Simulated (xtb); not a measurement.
H8N2Si2, SMILES [SiH2](N)[SiH2]N. All values are semi-empirical tight-binding results from xtb (GFN2-xTB unless named), good for trends rather than for accurate numbers. Geometry: GFN2-xTB. Other conformers were not sampled.

The geometry has at least one imaginary mode, so it is a saddle point at that level.

Computed properties:
```yaml
orbital_gap: 4.29 eV
dipole_moment: 2.32 D
static polarisability (D4 model): 78.7 bohr³
solvation energy, GFN2-xTB/ALPB(water): -4.5 kcal/mol
solvation energy, GFN2-xTB/ALPB(acetonitrile): -4.6 kcal/mol
```
